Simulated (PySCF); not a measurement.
Compound: C4H14Si4.
SMILES with atom numbers: `[CH3:1][C:2]#[C:3][SiH2:4][Si@@H:5]([SiH3:6])[SiH2:7][CH3:8]` (hydrogens: H9, H10, H11 on C1; H12, H13 on Si4; H14 on Si5; H15, H16, H17 on Si6; H18, H19 on Si7; H20, H21, H22 on C8)

Cartesian coordinates in Å at the PBE0-D3(BJ)/def2-SVP level; atoms count from 1:
```
atom  x, y, z in Å
C1     3.2199   -2.0663   -1.3980
C2     2.3987   -0.8750   -1.2962
C3     1.7062    0.1257   -1.2086
Si4    0.6222    1.5811   -0.9854
Si5   -0.6710    1.2712    0.9466
Si6   -2.1719    3.0608    1.1461
Si7   -1.8538   -0.7439    0.7303
C8    -0.6900   -2.2189    0.6016
H9     4.1896   -1.9190   -0.8972
H10    3.4170   -2.3237   -2.4506
H11    2.7229   -2.9282   -0.9247
H12    1.4504    2.8229   -0.8965
H13   -0.2940    1.7070   -2.1613
H14    0.2368    1.2273    2.1402
H15   -3.0312    3.1062   -0.0785
H16   -1.4500    4.3657    1.2668
H17   -3.0557    2.8911    2.3411
H18   -2.6964   -0.6270   -0.5036
H19   -2.7828   -0.9017    1.8954
H20   -0.0813   -2.3073    1.5145
H21   -0.0090   -2.0874   -0.2527
H22   -1.2557   -3.1538    0.4680
```

Computed, not measured: PBE0-D3(BJ)/def2-SVP geometry optimisation, gas phase (PySCF 2.14.0).

Take the most abundant isotopes and a rigid rotor. The values belong to one conformer with, in the numbering `[CH3:1][C:2]#[C:3][SiH2:4][Si@@H:5]([SiH3:6])[SiH2:7][CH3:8]`, C3–Si4–Si5–Si6 -176°, Si4–Si5–Si7–C8 62°.

Problem. Give the principal moments of inertia and the rotational constants in MHz.

Solution. Ia = 396.32, Ib = 955.07, Ic = 1278.18 u·Å²; 505379 MHz·u·Å²/I gives A = 1275, B = 529.2, C = 395.4 MHz.

Problem. Classify the top.

Solution. An asymmetric top. Ray's parameter κ = (2B − A − C)/(A − C) = -0.696; −1 is the prolate and +1 the oblate limit.

Problem. Is it planar, by Δ = Ic − Ia − Ib?

Solution. Not planar: Δ = Ic − Ia − Ib = -73.21 u·Å². For a rigid frame Δ = −2 Σ m c², so Σ m c² = 36.61 u·Å² lies off the ab plane: 17.66 from hydrogen and 18.95 from heavier atoms. The atom farthest from that plane is 2.05 Å away.

Problem. Give the other two planar moments, Paa and Pbb, and the rms extents of the mass along the axes.

Solution. Paa = Σ m a² = (Ib + Ic − Ia)/2 = 918.46 and Pbb = Σ m b² = (Ia + Ic − Ib)/2 = 359.72 u·Å². With the mass M = 174.02 u, the rms extents √(P/M) along a, b and c are 2.30, 1.44, 0.46 Å.

Problem. Which lines would a microwave search look for?

Solution. The dipole components are |μa| = 2.35 D, |μb| = 0.96 D, |μc| = 0.52 D. Intensities carry the squares of the components, which stand as 1.00 : 0.17 : 0.05 (a : b : c). Some lines, for components of 0.1 D or more:

| type | branch | J(Ka,Kc) | MHz | lower level (cm⁻¹) |
| --- | --- | --- | --- | --- |
| a | Q | 2(1,1) ← 2(1,2) | 401 | 0.113 |
| c | Q | 2(1,2) ← 2(0,2) | 629 | 0.092 |
| c | Q | 1(1,1) ← 1(0,1) | 746 | 0.031 |
| b | Q | 1(1,0) ← 1(0,1) | 880 | 0.031 |
| a | R | 1(0,1) ← 0(0,0) | 925 | 0.000 |
| b | Q | 2(1,1) ← 2(0,2) | 1030 | 0.092 |
| b | R | 2(0,2) ← 1(1,1) | 1087 | 0.056 |
| b | R | 1(1,1) ← 0(0,0) | 1671 | 0.000 |
| a | R | 2(1,2) ← 1(1,1) | 1715 | 0.056 |
| c | R | 1(1,0) ← 0(0,0) | 1804 | 0.000 |
| a | R | 2(0,2) ← 1(0,1) | 1833 | 0.031 |
| a | R | 2(1,1) ← 1(1,0) | 1983 | 0.060 |
| c | Q | 2(2,1) ← 2(1,1) | 2238 | 0.126 |
| b | Q | 2(2,0) ← 2(1,1) | 2254 | 0.126 |
| b | R | 2(1,2) ← 1(0,1) | 2461 | 0.031 |
| b | Q | 2(2,1) ← 2(1,2) | 2639 | 0.113 |
| c | R | 2(1,1) ← 1(0,1) | 2863 | 0.031 |
| b | R | 2(2,1) ← 1(1,0) | 4221 | 0.060 |
| c | R | 2(2,0) ← 1(1,0) | 4237 | 0.060 |
| c | R | 2(2,1) ← 1(1,1) | 4355 | 0.056 |
| b | R | 2(2,0) ← 1(1,1) | 4371 | 0.056 |

Problem. Estimate the classical rotational partition function at 10 K, 25 K and 500 K.

Solution. Point group C1, symmetry number σ = 1; q = (√π/σ)·√((kT/h)³/(ABC)), k/h = 20836.6 MHz/K: 10300 at 10 K, 40800 at 25 K, 3650000 at 500 K.

No frequency check. These are rigid-rotor constants of the computed structure; measured ground-state constants (B0) also hold zero-point vibration. A rigid rotor knows nothing of internal rotation, which can split or shift real lines.
